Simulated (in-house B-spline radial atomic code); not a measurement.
Configurations of the thulium ion Tm⁸⁺, with energies counted from [Kr] 4d10 4f11 5s2 5p2. Computed with a B-spline radial code for spherical atoms: scalar-relativistic (X2C) RPBE, spin-polarised, spherical fractional occupations, Fermi nucleus of rms radius 5.2256 fm. Shells without spins written out take the highest spin.

Occupations are held fixed; configurations that lie above the ionisation limit could autoionise.

```tsv
configuration	E - E(ref) (eV)	highest orbital	its <r> (bohr)
[Kr] 4d10 4f(4 up, 7 down) 5s2 5p(2 up, 0 down)	2.5052	4f up	0.6838
[Kr] 4d10 4f10 5s2 5p2 5d1	32.62	5d up	1.481
[Kr] 4d10 4f11 5s2 5p1 5d1	41.984	5d up	1.506
[Kr] 4d10 4f11 5s2 5p1 5f1	81.251	5f up	2.077
[Kr] 4d10 4f(6 up, 5 down) 5s2 5p(0 up, 1 down) 5f(0 up, 1 down)	84.306	5f down	2.086
[Kr] 4d9 4f11 5s2 5p2 6s1	225.54	6s up	2.136
[Kr] 4d(5 up, 4 down) 4f(7 up, 4 down) 5s2 5p(0 up, 2 down) 5f(0 up, 1 down)	248.92	5f down	2.038
[Kr] 4d9 4f11 5s2 5p2 6d1	253.29	6d up	2.797
```

(1) Order these further configurations by energy, lowest first.
A. [Kr] 4d10 4f11 5s2 5p1 6f1
B. [Kr] 4d10 4f(6 up, 5 down) 5s2 5p(0 up, 1 down) 6p(0 up, 1 down)
C. [Kr] 4d10 4f11 5s2 5p1 6d1
D. [Kr] 4d10 4f(5 up, 6 down) 5s2 5p(0 up, 2 down)
E. [Kr] 4d10 4f(5 up, 6 down) 5s2 5p(1 up, 1 down)

(2) How far above the reference does [Kr] 4d9 4f11 5s2 5p2 6f1 lie?

(3) How far above the reference does [Kr] 4d10 4f11 5s2 5p1 6s1 lie?

(4) How far above the reference does [Kr] 4d(5 up, 4 down) 4f(6 up, 5 down) 5s2 5p(2 up, 0 down) 6s(1 up, 0 down) lie?

Results:

(1) D (2.7134 eV), E (4.628 eV), B (75.339 eV), C (88.183 eV), A (104.81 eV).

(2) 270.01 eV; its least bound orbital is 6f up with <r> = 3.563 bohr.

(3) 60.835 eV; its least bound orbital is 6s up with <r> = 2.16 bohr.

(4) 229.48 eV; its least bound orbital is 6s up with <r> = 2.138 bohr.
